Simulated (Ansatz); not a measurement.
**Interaction energy ladder**

The pair of Br⁻ (SMILES [Br-], atom 1) and SiH$_{3}$F (SMILES [SiH3]F, atoms 2–6), both closed shells, in one local arrangement (a lower one may exist), relaxed at PBE0-D4/def2-TZVPD:

Br1  (0.319, 0.172, -2.499)
Si2  (-0.014, -0.009, 0.364)
F3  (-1.411, -0.708, -0.042)
H4  (0.077, 1.454, 0.156)
H5  (1.212, -0.808, 0.145)
H6  (-0.182, -0.100, 1.876)
(Å)

Ansatz 0.2.0; basis: def2-TZVPPD, with def2-QZVPPD for the basis limit; cores frozen in the correlated methods. Filled d shells of the heavier atoms are correlated. The def2 sets are not built for correlating such inner shells, so the correlated values are less sure here. B3LYP uses VWN-RPA correlation. Extrapolation: Hartree–Fock as exp(−7.88 √X), correlation as X^−2.97. Interaction energies count from these two fragments, frozen as in the pair, with the counterpoise correction; negative means bound.

(1) What is the interaction energy by CCSD(T) at an estimated basis limit (MP2 extrapolated from triple and quadruple zeta, plus CCSD(T) − MP2 in triple zeta)? (To be estimated.)

(2) Which atoms make the shortest contact between the fragments?

The T1 diagnostic stays at or below 0.012.

## Answers

(1) The calculation gives: -15.99 kcal/mol. Hartree–Fock alone gives -8.96 kcal/mol at the basis limit. It counts from the two fragments frozen as in the pair.

The same quantity by other methods in triple zeta, and each one's difference from that estimate:
| method | E_int (kcal/mol) | difference |
| --- | --- | --- |
| PBE-D4 | -17.19 | -1.20 |
| revPBE-D4 | -16.65 | -0.66 |
| BLYP-D4 | -14.70 | 1.30 |
| r2SCAN-D4 | -16.79 | -0.80 |
| B97M-V | -16.23 | -0.24 |
| PBE0-D4 | -17.04 | -1.05 |
| B3LYP-D4 | -15.08 | 0.92 |
| HSE06-D4 | -17.04 | -1.05 |
| wB97X-V | -15.54 | 0.45 |
| wB97M-V | -16.22 | -0.22 |
| B2PLYP | -13.24 | 2.75 |
| HF | -8.80 | 7.20 |
| MP2 | -14.53 | 1.47 |
| CCSD | -13.31 | 2.68 |
| CCSD(T) | -14.07 | 1.92 |
Differences are method less estimate.

(2) Br1 and Si2, 2.89 Å apart.

Energy to bend the free fragments (PBE0-D4 minima) into their shapes in the pair, CCSD(T)/def2-TZVPPD: SiH$_{3}$F 8.29 kcal/mol. This must be added to the interaction energy to get the binding energy from relaxed fragments.

Basis-set superposition shift (counterpoise-corrected less uncorrected): CCSD(T) 1.84; MP2 1.78; HF 0.16; PBE0-D4 0.16; wB97M-V 0.15 kcal/mol.

For scale, one of the runs: CCSD(T)/def2-TZVPPD, 196 basis functions, launched by `ansatz run in.yaml --threads 4 --pin off --events-out ev --progress --plain --max-ram 9574MiB`. Hardware: 4 CPU threads of an Arm Neoverse V1, shared host. Wall time 22 s; peak host memory 1.6 GiB.
